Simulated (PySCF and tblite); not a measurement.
The numbers below are computed, except where a source is named.
System: C5H12S2, numbered as in [CH3:1][S:2][S:3][CH2:4][CH:5]([CH3:6])[CH3:7].

Level: PBE0/pcSseg-1 + D3(BJ) on GFN2-xTB stationary points, with GFN2-xTB thermal terms. Rates follow Eyring's equation with the number of equivalent paths and no tunnelling. Programs: tblite and PySCF.

Q: What barrier does the rotation about the S2–S3 bond (torsion C1–S2–S3–C4 from -90° to 101°, rising) meet, and how fast is it at 298 K?

A: The electronic barrier is 11.6 kcal/mol and ΔG‡(298 K) 12.3 kcal/mol, over a C1 saddle with an imaginary mode of 121i cm⁻¹ (GFN2-xTB). With 1 equivalent path, k is 6050 s⁻¹, a mean lifetime of the start of 170 µs against this motion. The end lies 0.2 kcal/mol above the start in free energy.
